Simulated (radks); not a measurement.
Problem. The mean radii <r> (bohr) of the occupied orbitals of an atom or ion are listed with their occupations. Calculated with a radial shooting solver on a logarithmic mesh with Libxc functionals: scalar-relativistic Kohn-Sham, PBE, spin-unpolarised, spherical densities, point nucleus.

orbital  occ.      <r>
1s          2  0.01658
2s          2  0.06991
2p          6  0.06329
3s          2   0.1806
3p          6   0.1821
3d         10   0.1650
4s          2   0.3983
4p          6   0.4240
4d         10   0.4462
5s          2   0.8847
4f         13   0.4732
5p          6    1.006
5d          8    1.291
6p          2    2.541

Name the element and its charge.

Solution. Z = 80, mercury, charge +3: Hg3+ in [Xe] 4f13 5d8 6p2. The 1s radius gives Z: for a bare nucleus <r> = (2 gamma + 1)/(2Z) with gamma = sqrt(1 - (Z/c)^2), 0.0164 bohr for Z = 80, and screening makes it slightly larger (0.01658 here). The occupations add up to 77, and the charge is Z minus that.
